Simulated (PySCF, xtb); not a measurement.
GeHI3, SMILES [I][GeH]([I])[I].

Harmonic wavenumbers (cm⁻¹) from GFN2-xTB (xtb) at its own minimum, in rising order: 64, 64, 91, 202, 283, 283, 628, 628, 1721.

What does B3LYP-D3(BJ)/def2-SVP in PySCF give at its own minimum? (An estimate is asked for; the answer gives what the named calculation found.)

64, 64, 94, 202, 262, 262, 658, 658, 2131. Paired by order, the mean absolute difference is 58 cm⁻¹ and the zero-point energies are 5.7 and 6.3 kcal/mol.
